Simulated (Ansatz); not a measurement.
Species: GeTe, charge -1, multiplicity 2. 
Structure (B3LYP-D3(BJ)/def2-TZVP (Ansatz, a quantum-chemistry and plane-wave program) minimum search):
```
Ge
Te 1 2.4960
```
Charge -1, spin multiplicity 2.

Basis-set convergence of Hartree-Fock and CCSD(T) correlation energies (hartree) with Ansatz. Valence correlation only, unless marked. UHF or UKS for open shells. No spin-orbit coupling. The frozen core is the preceding noble-gas configuration, with the filled d and f shells of earlier blocks. Past Kr the def2 sets carry scalar-relativistic core potentials. This anion needs diffuse functions, which these sets lack.

```json
[
 {"basis": "def2-SVP", "functions": "58", "E(HF)": "-2342.15145", "E(corr, CCSD(T))": "-0.19188"},
 {"basis": "def2-TZVPP", "functions": "98", "E(HF)": "-2342.42797", "E(corr, CCSD(T))": "-0.24847"},
 {"basis": "def2-QZVPP", "functions": "171", "E(HF)": "?", "E(corr, CCSD(T))": "?"}
]
```

Task: Complete the blanks.

Result: 
- def2-QZVPP, E(HF): -2342.47475
- def2-QZVPP, E(corr, CCSD(T)): -0.27152
